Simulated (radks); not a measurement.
Neutral beryllium, configuration [He] 2s2. Calculated with a radial shooting solver on a logarithmic mesh with Libxc functionals: scalar-relativistic Kohn-Sham, LDA (Slater exchange, Perdew-Zunger correlation), spin-polarised, spherical densities, finite nucleus; Fermi nuclear charge, rms radius 2.519 fm.

Normalised radial functions P(r) = r R(r), r in bohr:

```
   r/bohr * 2s (the largest magnitude, 0.627, reaches the edge; | marks zero)
  0.01933                             | *
  0.02418                             |  *
  0.03002                             |  *
  0.03725                             |   *
  0.04623                             |    *
  0.05738                             |     *
  0.07179                             |      *
   0.0891                             |       *
   0.1106                             |        *
   0.1372                             |         *
   0.1703                             |          *
   0.2131                             |          *
   0.2645                             |          *
   0.3282                             |        *
   0.4074                             |      *
   0.5096                             |  *
   0.6325                            *|
    0.785                      *      |
   0.9743                *            |
    1.209         *                   |
    1.513     *                       |
    1.878  *                          |
     2.33  *                          |
    2.892      *                      |
    3.589           *                 |
     4.49                 *           |
    5.573                      *      |
    6.917                          *  |
    8.585                            *|
    10.65                             *
```

2s: eigenvalue -5.606 eV, 1 radial node at r = 0.599 bohr, <r> = 2.62 bohr, 90 % of the charge inside 4.17 bohr.
